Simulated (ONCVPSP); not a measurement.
## Potentials for Sr compared

Generated with ld1.x 7.5 (TM, RRKJ, ultrasoft, PAW), atompaw 4.2 or ONCVPSP 4.0.1. The cutoff is in Ry: for ld1.x and atompaw files where the sum of valence levels is converged to 10 mRy in a Bessel basis, for ONCV files where the hardest occupied wave has 1 mHa per electron of residual kinetic energy. The error is the largest all-electron minus pseudo excitation energy over each file’s own four to seven test configurations (ionisations up to +4, promotions, holes and added fractions of an electron), all of which were solved. The labels leave out finer settings (local radius, basis sizes, second energies), which also bear on the numbers. Spin-polarised tests are not counted. The rows are a selection from randomly drawn settings: files with unsolved tests, undetermined cutoffs or missed reference levels are left out.

```tsv
potential	cutoff (Ry)	largest error (meV)	bound ghosts
ONCV, PBE, scalar-relativistic, rc 1.80/1.95/2.00/1.75 (spdf), local smoothed, core correction yes, reference 4s2 4p6 5s2, qcut 5.2/7.4/5.6/6.4, projectors 2/2/2/3	29	-2.1	none
ONCV, BLYP, fully relativistic, rc 3.25/2.05/2.80 (spd), local smoothed, core correction yes, reference 4p6 5s2, qcut 2.1/7.7/3.1, projectors 3/2/2	28	+37	none
ONCV, PBE, scalar-relativistic, rc 2.25/1.85/2.25 (spd), local smoothed, core correction yes, reference 4s2 4p6 5s2, qcut 6.8/7.1/4.7, projectors 2/2/2	34	-2.0	none
ONCV, PBE, scalar-relativistic, rc 1.90/2.35/2.05 (spd), local smoothed, core correction yes, reference 4s2 4p6 5s2, qcut 4.8/6.3/4.8, projectors 2/2/2	19	-3.3	none
ONCV, PBE, fully relativistic, rc 2.15/1.70/1.80 (spd), local smoothed, core correction no, reference 4s2 4p6 5s1, qcut 7.4/5.8/5.8, projectors 2/2/2	30	-0.1	none
ONCV, LDA (Perdew-Zunger), fully relativistic, rc 2.55/1.90/2.35 (spd), local smoothed, core correction yes, reference 4s2 4p6 5s2, qcut 4.2/8/4, projectors 2/1/3	39	+9.6	none
```

Q: Fill in the row for Sr: ONCV, PBE, fully relativistic, rc 2.05/3.05/2.50 (spd), local smoothed, core correction yes, reference 4s2 4p6 5s1.5 5p0.5, qcut 5.8/3.7/3.6, projectors 2/2/2.

A: cutoff 22 Ry, largest error -11 meV, bound ghosts: none.
